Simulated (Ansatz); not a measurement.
Ansatz (a first-principles code) input (B3LYP-D3(BJ)/def2-TZVP):

Ansatz 0.2 input:
```yaml
crystal:
  periodic: [false, false, false]
  atoms:
    - {symbol: Sb, position_ang: [-0.42515359, -0.35903547, 0.77607508]}
    - {symbol: F, position_ang: [-0.63298270, 1.27809110, -0.36503786]}
    - {symbol: F, position_ang: [1.06830885, -0.98151252, -0.41017815]}
basis:
  gaussian:
    orbitals: def2-TZVP
hamiltonian:
  xc: b3lyp
  dispersion: d3bj
magnetization: {spin_polarized: true, initial_magnetization: 1}
relax: {f_tol: 0.002, max_steps: 150}
```

Output:

```
Functional definition: B3LYP
integrals: 0.03 GiB planned
748 factors; their error is unknown
mean field: 0.42 GiB planned
mean field evaluation 1: about -11971.6691 eV, gradient 4.1e1 eV
mean field evaluation 2: about -11928.2953 eV, gradient 1.2e2 eV
mean field evaluation 4: about -11976.9405 eV, gradient 2.4e0 eV
mean field evaluation 8: about -11977.1324 eV, gradient 9.5e-2 eV
mean field evaluation 16: about -11977.1325 eV, gradient 2.2e-5 eV
mean field -11977.13248333 eV, -440.1515003706 hartree, gradient 2.2e-5 eV, S^2 0.752498; 0 other end points of the search recorded, 0 dependent functions left out
the calculation of the forces begins
reference -11977.13266900 eV, -440.1515071936 hartree; 21, 20 occupied and 91, 92 virtual orbitals, 748 factors
relax step   1: F+E_penalty+E_count = -11977.19710879 eV  Δ(F+E_penalty+E_count) = +0.000e0 eV  max|allowed force component| = 2.196e0 eV/Å  Δτ_max = 0.0000 Å  (33 SCF iters, accepted)
these checks for a lower state are left out or cut short: starts, cluster_reference, orbital_swaps, neighbouring_geometries, increment
integrals: 0.03 GiB planned
748 factors; their error is unknown
mean field: 0.42 GiB planned
mean field -11977.29976118 eV, -440.1576477180 hartree, gradient 8.9e-6 eV, S^2 0.752619; 0 other end points of the search recorded, 0 dependent functions left out
the calculation of the forces begins
reference -11977.29994953 eV, -440.1576546399 hartree; 21, 20 occupied and 91, 92 virtual orbitals, 748 factors
relax step   2: F+E_penalty+E_count = -11977.36413236 eV  Δ(F+E_penalty+E_count) = -1.670e-1 eV  max|allowed force component| = 1.723e-1 eV/Å  Δτ_max = 0.1128 Å  (38 SCF iters, accepted)
these checks for a lower state are left out or cut short: starts, cluster_reference, orbital_swaps, neighbouring_geometries, increment
integrals: 0.03 GiB planned
748 factors; their error is unknown
mean field: 0.42 GiB planned
mean field evaluation 32: about -11977.3085 eV, gradient 3.9e-3 eV
mean field -11977.30853605 eV, -440.1579701884 hartree, gradient 8.4e-6 eV, S^2 0.752615; 0 other end points of the search recorded, 0 dependent functions left out
the calculation of the forces begins
reference -11977.30872395 eV, -440.1579770936 hartree; 21, 20 occupied and 91, 92 virtual orbitals, 748 factors
relax step   3: F+E_penalty+E_count = -11977.37318994 eV  Δ(F+E_penalty+E_count) = -9.058e-3 eV  max|allowed force component| = 4.468e-2 eV/Å  Δτ_max = 0.0354 Å  (33 SCF iters, accepted)
these checks for a lower state are left out or cut short: starts, cluster_reference, orbital_swaps, neighbouring_geometries, increment
integrals: 0.03 GiB planned
748 factors; their error is unknown
mean field: 0.42 GiB planned
mean field -11977.30917941 eV, -440.1579938316 hartree, gradient 8.5e-6 eV, S^2 0.752612; 0 other end points of the search recorded, 0 dependent functions left out
the calculation of the forces begins
reference -11977.30936715 eV, -440.1580007308 hartree; 21, 20 occupied and 91, 92 virtual orbitals, 748 factors
relax step   4: F+E_penalty+E_count = -11977.37394123 eV  Δ(F+E_penalty+E_count) = -7.513e-4 eV  max|allowed force component| = 2.474e-3 eV/Å  Δτ_max = 0.0141 Å  (34 SCF iters, accepted)
these checks for a lower state are left out or cut short: starts, cluster_reference, orbital_swaps, neighbouring_geometries, increment
integrals: 0.03 GiB planned
748 factors; their error is unknown
mean field: 0.42 GiB planned
mean field -11977.30916546 eV, -440.1579933190 hartree, gradient 8.6e-6 eV, S^2 0.752614; 0 other end points of the search recorded, 0 dependent functions left out
the calculation of the forces begins
reference -11977.30935323 eV, -440.1580002194 hartree; 21, 20 occupied and 91, 92 virtual orbitals, 748 factors
relax step   5: F+E_penalty+E_count = -11977.37392448 eV  Δ(F+E_penalty+E_count) = +1.675e-5 eV  max|allowed force component| = 2.519e-2 eV/Å  Δτ_max = 0.0012 Å  (35 SCF iters, rejected (line search))
these checks for a lower state are left out or cut short: starts, cluster_reference, orbital_swaps, neighbouring_geometries, increment
integrals: 0.03 GiB planned
748 factors; their error is unknown
mean field: 0.42 GiB planned
mean field -11977.30918625 eV, -440.1579940830 hartree, gradient 8.6e-6 eV, S^2 0.752612; 0 other end points of the search recorded, 0 dependent functions left out
the calculation of the forces begins
reference -11977.30937400 eV, -440.1580009824 hartree; 21, 20 occupied and 91, 92 virtual orbitals, 748 factors
relax step   6: F+E_penalty+E_count = -11977.37394358 eV  Δ(F+E_penalty+E_count) = -2.353e-6 eV  max|allowed force component| = 4.629e-4 eV/Å  Δτ_max = 0.0006 Å  (35 SCF iters, accepted)
integrals: 0.03 GiB planned
748 factors; their error is unknown
mean field: 0.42 GiB planned
mean field evaluation 64: about -11977.3092 eV, gradient 3.9e-3 eV
mean field -11977.30918625 eV, -440.1579940830 hartree, gradient 8.6e-6 eV, S^2 0.752612; 1 other end points of the search recorded, 0 dependent functions left out
the calculation of the forces begins
reference -11977.30937400 eV, -440.1580009824 hartree; 21, 20 occupied and 91, 92 virtual orbitals, 748 factors
Total energy: -11977.37413133 eV, -440.1603807704 hartree
Atom 0 at    -0.386240    -0.328281     0.705593 Å, force     0.000255     0.000202    -0.000463 eV/Å
Atom 1 at    -0.655618     1.266919    -0.329699 Å, force    -0.000311     0.000142     0.000237 eV/Å
Atom 2 at     1.052030    -1.001095    -0.375035 Å, force     0.000056    -0.000344     0.000226 eV/Å
Dipole moment:    -0.318976    -0.251708     0.577409 e Å
```

It need not be the lowest isomer of its formula.
